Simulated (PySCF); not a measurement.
ZnCl2, SMILES [Cl][Zn][Cl]. Geometry optimised at PBE0-D3(BJ)/def2-TZVP. The isomer is the one that the SMILES or the coordinates give; other isomers of the formula were not compared.

Level of theory: PySCF with PBE0-D3(BJ)/def2-TZVP.

Harmonic wavenumbers (cm⁻¹): 105, 105, 355, 509. Rotational constants (GHz): 1.642 (linear); symmetry number 2.

Task: Work out the zero-point energy and the ideal-gas rigid-rotor harmonic-oscillator thermochemistry at 298.15 K and 1 atm.

Result: ZPE = ½ Σ hcν = ½ × 1075 cm⁻¹ = 1.54 kcal/mol. H − E(el) = 4.88 kcal/mol. Entropy in cal/(mol K): translation 40.64, rotation 16.98, vibration 8.48, total 66.10. G − E(el) = -14.83 kcal/mol. Cp = 13.64 cal/(mol K). Modes under 150 cm⁻¹ make the vibrational entropy uncertain.
